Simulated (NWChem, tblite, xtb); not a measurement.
# CH5GaS (SMILES [CH3][GaH][SH]): the dipole moment, rung by rung

The species is CH5GaS (8 atoms), meant as a singlet with charge 0. SMILES: `[CH3][GaH][SH]`. The coordinates come from a PBE0-D4/def2-TZVP relaxation. This is one conformer, not always the lowest.

```xyz
8

C    -0.8226    0.6303   -0.5107
Ga    0.9736    0.0376    0.0037
S     1.2175   -1.7259    1.3091
H    -0.9672    1.6754   -0.2261
H    -1.6009    0.0272   -0.0429
H    -0.9363    0.5693   -1.5960
H     2.3263    0.6956   -0.4244
H    -0.0982   -1.9666    1.4314
```

Each level gives the dipole moment (D). The values are calculated.

```tsv
level	kind	program	value (D)	CPU time
GFN2-xTB	semi-empirical	tblite	3.63	under 2 s
IPEA1-xTB	semi-empirical	tblite	3.06	under 2 s
GFN0-xTB	semi-empirical	xtb	3.46	under 2 s
GFN1-xTB	semi-empirical	xtb	2.62	under 2 s
HF/STO-3G	Hartree–Fock	NWChem	0.91	16 s
HF/3-21G	Hartree–Fock	NWChem	3.15	8.3 s
B3LYP/6-31G* (spherical functions)	global hybrid	NWChem	2.24	62 s
TPSSh/6-31G* (spherical functions)	hybrid meta-GGA	NWChem	2.28	67 s
B3LYP/6-31G* (Cartesian functions)	global hybrid	NWChem	2.24	57 s
```

All-electron rows without a relativistic Hamiltonian named are non-relativistic. The values span 0.91 to 3.63 D. Magnitudes only. Sets without polarisation functions give poor dipoles. CPU times are rough (shared hosts, several kinds of processor and program).
